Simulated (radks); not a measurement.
The numbers below are computed, except where a source is named.
All-electron atom: Lu in [Xe] 4f14 5d1 6s2 (the NIST ground configuration).

Level of theory: Dirac Kohn-Sham, PBE, spin-unpolarised, spherical densities, point nucleus; open shells are shared between the two j in proportion to 2j + 1; speed of light set to 205.554 atomic units (1.5 times the physical value, a model run) (a radial shooting solver on a logarithmic mesh with Libxc functionals).

Energy parts (Ry):
part                       energy
total                 -28305.4625
kinetic                29559.0119
electron-nucleus      -68557.6936
Hartree                11278.6196
exchange-correlation    -585.4004

Orbitals (lengths in bohr, moments of r in powers of bohr; <r^-3> diverges for s and p1/2; r(90%) holds 90 % of the orbital's charge):
\begin{tabular}{lrrrrr}
orbital & occ. & eigenvalue (Ry) & <1/r> & <r^-3> & r(90%) \\ \hline
1s1/2 & 2 & -4437.834 & 75.03 & - & 0.0367 \\
2s1/2 & 2 & -735.7548 & 17.80 & - & 0.133 \\
2p1/2 & 2 & -703.1615 & 17.81 & - & 0.118 \\
2p3/2 & 4 & -670.2472 & 16.71 & 13160 & 0.123 \\
3s1/2 & 2 & -165.9133 & 6.693 & - & 0.326 \\
3p1/2 & 2 & -151.1928 & 6.628 & - & 0.318 \\
3p3/2 & 4 & -144.2227 & 6.346 & 2843 & 0.326 \\
3d3/2 & 4 & -117.8230 & 6.251 & 493.4 & 0.298 \\
3d5/2 & 6 & -116.1335 & 6.173 & 462.5 & 0.301 \\
4s1/2 & 2 & -32.40367 & 2.841 & - & 0.718 \\
4p1/2 & 2 & -26.38904 & 2.740 & - & 0.740 \\
4p3/2 & 4 & -24.82194 & 2.640 & 639.8 & 0.760 \\
4d3/2 & 4 & -14.36163 & 2.427 & 95.24 & 0.820 \\
4d5/2 & 6 & -14.04215 & 2.400 & 88.50 & 0.828 \\
4f5/2 & 6 & -0.96261 & 1.866 & 14.55 & 1.20 \\
4f7/2 & 8 & -0.91048 & 1.852 & 14.23 & 1.21 \\
5s1/2 & 2 & -4.02423 & 1.069 & - & 1.78 \\
5p1/2 & 2 & -2.39603 & 0.9400 & - & 2.05 \\
5p3/2 & 4 & -2.20047 & 0.9042 & 79.17 & 2.12 \\
5d3/2 & 0.4 & -0.17090 & 0.4985 & 3.521 & 4.61 \\
5d5/2 & 0.6 & -0.15957 & 0.4870 & 3.163 & 4.73 \\
6s1/2 & 2 & -0.31676 & 0.3266 & - & 5.69 \\
\end{tabular}

The highest occupied level is 5d5/2 at -2.171 eV. The density falls to 0.001 e/bohr^3 at r = 5.14 bohr.
